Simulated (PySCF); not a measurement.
HOSi, SMILES [OH+]=[Si] (connectivity only; charge and spin as stated), charge +1, multiplicity 1.

Coordinates come from a B3LYP-D3(BJ)/def2-TZVPD optimisation. The isomer is the one that the SMILES or the coordinates give; other isomers of the formula were not compared.

The numbers are results of HF/def2-TZVPD run with PySCF, not measurements.

The total energy comes out as -364.17342 hartree and the point group comes out as C∞v. The highest occupied level is -19.39 eV and the lowest empty level is -5.29 eV. The orbital gap is 14.10 eV, the dipole moment about the centre of nuclear charge is 0.091 e·Å and the mean static polarisability comes out as 22.3 bohr³ (3.30 Å³). The polarisability, principal values is 21.4, 21.4, 24.2 bohr³.
